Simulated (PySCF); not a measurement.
CHCl₂NO₂Si, SMILES O=C=N[Si](O)(Cl)Cl. The structure is a stationary point at ωB97X-D3(BJ)/def2-SVP. This is a generated structure with no PubChem entry under its InChIKey; it may be hypothetical. Other conformers were not sampled.

Computed equilibrium geometry at ωB97X-D3(BJ)/def2-SVP (PySCF confirms it by a frequency run) as Cartesian coordinates in Å (one conformer of several):
```xyz
8

O      3.3834    -1.0756    -0.4638
C      2.2495    -0.8100    -0.4680
N      1.0773    -0.5466    -0.5031
Si    -0.5099    -0.0415    -0.1573
O     -1.6026    -0.7726    -1.1298
Cl    -0.5759     1.9883    -0.3776
Cl    -0.9874    -0.5387     1.7515
H     -1.5704    -0.5898    -2.0751
```
Charge 0, spin multiplicity 1.
